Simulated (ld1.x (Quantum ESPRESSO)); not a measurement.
**Ba (Z = 56), TM: configuration errors across variants**

```json
{"Element": "Ba", "Generator": "ld1.x (Quantum ESPRESSO) 7.5", "Type": "norm-conserving Troullier–Martins (Kleinman–Bylander form)", "Functional": "BLYP", "Relativity": "fully relativistic", "Frozen core": "[Kr] 4d10", "Valence charge": "10", "Reference configuration": "5s2 5p6 5d0 6s2 6p0", "Partial waves": "5s (bound): rc 2.55 bohr; 5p (bound): rc 2.95 bohr; 5d (bound, empty): rc 4.20 bohr", "Local potential": "all-electron potential smoothed inside 2.40 bohr (lloc = -1)", "Core correction": "none"}
```

Open shells are filled in proportion to 2j + 1 (rel_dist='average').

Occupied shells without a wave of their own: 6s. They enter only through the test configuration that unscreens the potential.

All-electron excitation energies from the reference (eV): (1) 5s2 5p6 5d0 6s1 6p0 5.272; (2) 5s2 5p6 5d0 6s0 6p0 15.335; (3) 5s2 5p6 5d0 6s1.5 6p0 2.071; (4) 5s2 5p6 5d1 6s0 6p0 6.089; (5) 5s2 5p6 5d0 6s0 6p2 4.295; (6) 5s2 5p6 5d0.5 6s1.5 6p0 0.652; (7) 5s2 5p6 5d0 6s0 6p1 7.945.

For the base: The 6s level has no wave, so the channel is fitted at the deeper level alone: the likely source of the large errors.

On the changes marked as counting shells twice: ld1.x takes every shell without a wave as core, so the model core holds the marked electrons as well and exchange and correlation see them twice. This cancels in the reference configuration, but the file is broken for other ones, and its errors say nothing about a proper core correction.

Tests that are not counted but printed errors over 1 eV. “type RRKJ; local potential the s channel”: all (the test run did not reproduce the reference configuration, from which every error is measured).

2 further variants failed, have other tests or another functional or relativity, and are left out.

A true bound ghost makes a file unfit for plane-wave use even where its test errors are small: the radial tests pick states by their node count and pass the ghost by. Where a test does run into it, the solver fails or the error is huge.

The file “local potential all-electron potential smoothed inside 4.68 bohr (lloc = -1)” misses its own reference levels by 1.3 eV. The file “all radii scaled by about 1.21 (s 3.10, p 3.58, d 5.10 bohr); local potential all-electron potential smoothed inside 2.92 bohr (lloc = -1)” misses its own reference levels by 0.5 eV. The file “type RRKJ; local potential the s channel” misses its own reference levels by 0.6 eV.

Errors AE − PS in meV (a dash: test not solved or not reliable):

| change | (1) | (2) | (3) | (4) | (5) | (6) | (7) | bound ghosts |
| --- | --- | --- | --- | --- | --- | --- | --- | --- |
| base | -216 | -611 | -90 | -366 | -315 | -67 | -425 | none |
| local potential all-electron potential smoothed inside 4.68 bohr (lloc = -1) | +1819 | +4874 | +772 | +2963 | +2132 | +573 | +3139 | none |
| core correction a·sin(br)/r model core inside 1.88 bohr (6s counted twice) | -301 | -993 | -111 | -529 | -367 | -69 | -490 | none |
| all radii scaled by about 1.21 (s 3.10, p 3.58, d 5.10 bohr); local potential all-electron potential smoothed inside 2.92 bohr (lloc = -1) | +668 | +1804 | +284 | +1140 | +1298 | +221 | +1555 | none |
| type RRKJ; local potential the s channel | – | – | – | – | – | – | – | p1/2 |

**Question.** Give the same row for: wave 5s (bound): rc 2.55 bohr becomes 5s (bound): rc 3.74 bohr.

**Answer.** -1699, -4943, -703, -3180, -3222, -549, -3919; bound ghosts: none.
